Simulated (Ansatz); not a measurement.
Isolated molecules relaxed with PBE0-D4/def2-TZVP in Ansatz; ΔE leaves out vibrations. CCSD(T)/CBS is the MP2 limit (def2-TZVPP, def2-QZVPP) plus CCSD(T) − MP2 in def2-TZVPP, frozen cores. DFT in def2-TZVPP. For Ge outer-core shells are correlated without core-valence functions, which leaves a few kJ/mol of doubt a bond. Scalar relativity is left out up to krypton. One conformer a species, not always the lowest.

`[OH][GeH2][CH2]Cl` + `C=COC` → `C=COCCCl` + `[OH][GeH3]`  (formal exchange of groups at a C–Ge bond)

Question: Is it downhill or uphill in electronic energy at CCSD(T)/CBS, and by how much? (An estimate is asked.)

Answer: Ansatz gave: Uphill: ΔE = +4.0 kcal/mol.

Question: What do these levels give: r2SCAN-D4, PBE0-D4, ωB97X-V, ωB97M-V, r2SCAN, MP2/def2-TZVPP, SCS-MP2/def2-TZVPP, CCSD/def2-TZVPP, CCSD(T)/def2-TZVPP, HF/def2-QZVPP, HF/CBS(def2), MP2/CBS(def2)? (Estimate.)

Answer: Computed: r2SCAN-D4 3.9, PBE0-D4 3.5, ωB97X-V 3.1, ωB97M-V 3.5, r2SCAN 3.9, MP2/def2-TZVPP 4.2, SCS-MP2/def2-TZVPP 3.6, CCSD/def2-TZVPP 3.4, CCSD(T)/def2-TZVPP 3.7, HF/def2-QZVPP 1.4, HF/CBS(def2) 1.4, MP2/CBS(def2) 4.6 kcal/mol.

Largest T1 diagnostic among the species: 0.012.

In def2-TZVPP, CCSD(T) changes the Hartree–Fock value by +2.1 kcal/mol (the triples alone add +0.2 kcal/mol) and MP2 by +2.7 kcal/mol.
